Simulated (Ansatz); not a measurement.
The same molecule with X = C, Si, Sn. Ansatz, PBE0-D4/def2-TZVP geometries, multiplicity 1. Each molecule was computed in one conformer, which needn't be the lowest.

Elements past krypton have def2 core potentials. Scalar relativity is left out up to krypton.

```
 X               molecule  mean X–Br bond length / Å  mean X–Cl bond length / Å  mean X–H bond length / Å  size of the dipole moment (B3LYP/def2-TZVPP) / D  HOMO energy (B3LYP/def2-TZVPP) / eV  HOMO energy (ωB97M-V/def2-TZVPP) / eV
 C             `OC(Cl)Br`                      1.968                      1.781                     1.085                                              0.87                                -7.98                                 -10.50
Sn  `[OH][SnH]([Cl])[Br]`                      2.459                      2.313                     1.689                                              0.79                                -8.51                                 -11.02
```

Question: Give the row for X = Si, `O[SiH](Cl)Br`. (Estimate.)

Answer: The calculation gave: 
| X | molecule | mean X–Br bond length / Å | mean X–Cl bond length / Å | mean X–H bond length / Å | size of the dipole moment (B3LYP/def2-TZVPP) / D | HOMO energy (B3LYP/def2-TZVPP) / eV | HOMO energy (ωB97M-V/def2-TZVPP) / eV |
| --- | --- | --- | --- | --- | --- | --- | --- |
| Si | `O[SiH](Cl)Br` | 2.209 | 2.042 | 1.468 | 1.04 | -8.42 | -10.93 |

From C to Sn the mean X–Br bond length rises at each step, by 0.491 Å in all; the mean X–Cl bond length rises at each step, by 0.532 Å in all; the mean X–H bond length rises at each step, by 0.604 Å in all; the HOMO energy (B3LYP/def2-TZVPP) falls at each step, by 0.53 eV in all; the HOMO energy (ωB97M-V/def2-TZVPP) falls at each step, by 0.52 eV in all. Bonds lengthen as the atom grows down the group. Dipoles are sizes alone, and their direction can turn along the series.

B3LYP here is the variant with VWN-RPA as its local correlation; programs differ in this.

Spin–orbit coupling is left out; it splits and shifts lone-pair levels of the heavy atoms by tenths of an eV.
